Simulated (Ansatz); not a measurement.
```yaml
crystal:
  periodic: [false, false, false]
  atoms:
    - {symbol: In, position_ang: [-0.001290, 0.002398, -0.244080]}
    - {symbol: Cl, position_ang: [0.013111, -0.022193, 2.376339]}
    - {symbol: H, position_ang: [1.788414, 0.011866, -0.720759]}
    - {symbol: H, position_ang: [-0.904673, 1.556106, -0.691542]}
    - {symbol: H, position_ang: [-0.895562, -1.548177, -0.719948]}
basis:
  gaussian: {orbitals: def2-mTZVP}
total_charge: -1
hamiltonian: {xc: {name: wB97M-V}}
accuracy: high
output: {forces: true}
```

```sh
$ ansatz run in.yaml --threads 4 --pin off --events-out ev --progress --plain --max-ram 3916MiB
```

Output, abridged:

```
Functional definition: wB97M-V
1388 factors; integrals over basis functions are off by at most 3.8e-9 eV
353 factors; integrals over basis functions are off by at most 2.1e-9 eV
mean field evaluation 1: about -17744.8152 eV, gradient 1.6e1 eV
mean field evaluation 2: about -17745.3075 eV, gradient 1.0e1 eV
mean field evaluation 4: about -17745.4855 eV, gradient 3.1e-1 eV
mean field evaluation 8: about -17745.5146 eV, gradient 1.9e-2 eV
mean field evaluation 16: about -17745.5146 eV, gradient 1.9e-6 eV
mean field -17745.51456423 eV, -652.1356318936 hartree, gradient 3.9e-8 eV, S^2 0.000000; 0 other end points of the search recorded, 0 dependent functions left out
reference -17745.51457044 eV, -652.1356321220 hartree; 21, 21 occupied and 46, 46 virtual orbitals, 1388 factors
Total energy: -17745.51457044 eV, -652.1356321220 hartree
Atom 0 at    -0.001290     0.002398    -0.244080 Å, force    -0.000251    -0.001452     0.043812 eV/Å
Atom 1 at     0.013111    -0.022193     2.376339 Å, force    -0.003793     0.007040    -0.717325 eV/Å
Atom 2 at     1.788414     0.011866    -0.720759 Å, force    -0.814051    -0.004208     0.229166 eV/Å
Atom 3 at    -0.904673     1.556106    -0.691542 Å, force     0.411166    -0.706746     0.215901 eV/Å
Atom 4 at    -0.895562    -1.548177    -0.719948 Å, force     0.406930     0.705366     0.228446 eV/Å
Dipole moment:    -0.002478     0.004576    -0.467183 e Å
```

Run time 13 s (4 threads of Intel Xeon Platinum 8259CL on a shared host).

In the def2 sets In takes a core potential; there is no spin–orbit coupling. The highest occupied level of an anion often lies above zero with these methods, and sets without diffuse functions describe the outer electron poorly.

The dipole of an ion depends on the origin.
